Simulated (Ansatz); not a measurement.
Reaction (ligand exchange at a B–O bond): `BO[SiH](O)F` + `B1N[SiH2]1` → `BN1B[SiH2]1` + `O[SiH](O)F`

Calculated with Ansatz (gas phase, PBE0-D4/def2-TZVP geometries, no zero-point term in ΔE). CBS: MP2 limit from def2 TZ/QZ plus the TZ coupled-cluster correction, frozen cores. This one scheme is used for every species. DFT in def2-TZVPP. HSE06 is defined as in plane-wave codes. One conformer a species, not always the lowest.

| level | ΔE (kJ/mol) | difference from CCSD(T)/CBS |
| --- | --- | --- |
| LDA (SPW92) | 44.5 | 3.1 |
| B97M-V | 44.8 | 3.4 |
| HSE06-D4 | 39.8 | -1.6 |
| BHLYP-D4 | 41.3 | -0.1 |
| ωB97X-V | 41.9 | 0.5 |
| r2SCAN | 43.0 | 1.6 |
| r2SCANh | 42.6 | 1.2 |
| LC-ωPBE | 43.6 | 2.2 |
| RPA@PBE/def2-TZVPP | 43.3 | 1.9 |
| HF/def2-SVP | 43.9 | 2.5 |
| MP2/def2-SVP | 50.8 | 9.4 |
| CCSD/def2-SVP | 52.6 | 11.2 |
| MP2/def2-TZVPP | 39.3 | -2.1 |
| HF/def2-QZVPP | 41.6 | 0.2 |
| MP2/CBS(def2) | 38.8 | -2.6 |
| CCSD/CBS(def2) | 41.4 | 0.0 |
| CCSD(T)/CBS | 41.4 | 0 |

Q: What do rigid-rotor, harmonic-oscillator terms from PBE0-D4/def2-TZVP frequencies (298.15 K, 1 bar) make of the CCSD(T)/CBS value? (An estimate is asked.)

A: Computed: ΔZPE = -2.2 kJ/mol, ΔH = +39.6 kJ/mol, ΔS = -4 J/(mol·K), ΔG = +40.7 kJ/mol. Modes under 50 cm⁻¹ make the entropy rough.

Largest T1 diagnostic among the species: 0.014.

At CCSD(T), def2-SVP lies +12.0 kJ/mol from the extrapolated value and def2-TZVPP +0.5 kJ/mol. Leaving LDA and LC-ωPBE aside and taking each functional with its dispersion term where it has one, the values, not all of them listed here, spread over 6.8 kJ/mol, from revPBE-D4 to B97M-V. LDA lies +3.3 kJ/mol from PBE without D4.
